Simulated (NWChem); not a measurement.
Species: NbSCl₃; SMILES [S]=[Nb]([Cl])([Cl])[Cl]

```xyz
5

Nb     0.0000     0.0002     0.0220
S     -0.0002     0.0111     2.1659
Cl    -1.1216     1.8608    -0.6861
Cl     2.1753     0.0360    -0.6766
Cl    -1.0535    -1.9068    -0.6670
```
Atoms are numbered in this order, from 1.

Level: PBE-D3(BJ)/def2-SVP with def2 effective core potentials on Nb (NWChem), optimised geometry, unscaled harmonic frequencies. def2 effective core potentials on Nb; no spin-orbit coupling.

Task: List the harmonic frequencies with IR intensities, and the thermochemistry.

Result: 
| frequency (cm⁻¹) | IR intensity (km/mol) |
|---|---|
| 102 | 0.6 |
| 102 | 0.6 |
| 127 | 0.2 |
| 146 | 0.1 |
| 146 | 0.1 |
| 382 | 14.3 |
| 433 | 72.4 |
| 433 | 72.4 |
| 563 | 52.9 |

zero-point energy: 3.5 kcal/mol
thermal correction to the enthalpy at 298.15 K (with zero-point energy): 8.7 kcal/mol
heat capacity Cv: 21.0 cal/(mol K)
entropy at 298.15 K and 1 atm (symmetry number 3): 88.4 cal/(mol K)

Rigid rotor and harmonic oscillator.
